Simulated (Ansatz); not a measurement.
GeHF₃. The state is a singlet with charge 0. Geometry PBE0-D4/def2-TZVP, basis def2-TZVP, Ansatz.

```xyz
5

Ge   -0.024   -0.080   -0.023
H    -0.452   -1.476   -0.431
F     1.064   -0.091    1.292
F    -1.346    0.891    0.452
F     0.757    0.756   -1.290
```

```json
{"run": "A", "HOMO (eV)": "-10.70", "LUMO (eV)": "-0.77"}
{"run": "B", "HOMO (eV)": "-13.69", "LUMO (eV)": "1.61"}
{"run": "C", "HOMO (eV)": "-11.11", "LUMO (eV)": "-0.89"}
{"run": "D", "HOMO (eV)": "-13.03", "LUMO (eV)": "0.56"}
{"run": "E", "HOMO (eV)": "-10.94", "LUMO (eV)": "-0.84"}
{"run": "F", "HOMO (eV)": "-10.05", "LUMO (eV)": "-1.16"}
```

B3LYP takes the VWN-RPA correlation. HSE06 is defined as in plane-wave codes, on full-range PBE exchange.

Problem. The runs used B3LYP, BHLYP, HSE06, r2SCAN, r2SCANh, ωB97M-V. Estimate which is which.

Solution. A r2SCANh (10 % exact exchange); B ωB97M-V (range-separated); C B3LYP (20 % exact exchange); D BHLYP (50 % exact exchange); E HSE06 (range-separated); F r2SCAN (0 % exact exchange). Exact exchange lowers occupied and raises empty levels; among semilocal functionals meta-GGAs tend to open the gap a little, and such runs are hard to tell apart. The gap grows from 8.89 eV (r2SCAN) to 15.30 eV (ωB97M-V).
